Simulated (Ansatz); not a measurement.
Harmonic frequencies (cm⁻¹) at PBE0-D4/def2-TZVP from Ansatz: 87, 139, 148, 208, 264, 284, 430, 635, 675, 705, 2442, 2705.

Each molecule was computed in one conformer, which needn't be the lowest.

**Question.** Which molecule is it?
A. `[OH][AlH][CH2]S`
B. `C1[O][GaH][S]1`
C. `[F][Ga]([SH])[SeH]`
D. `[Cl][GeH]1[CH2][O]1`

**Answer.** C.
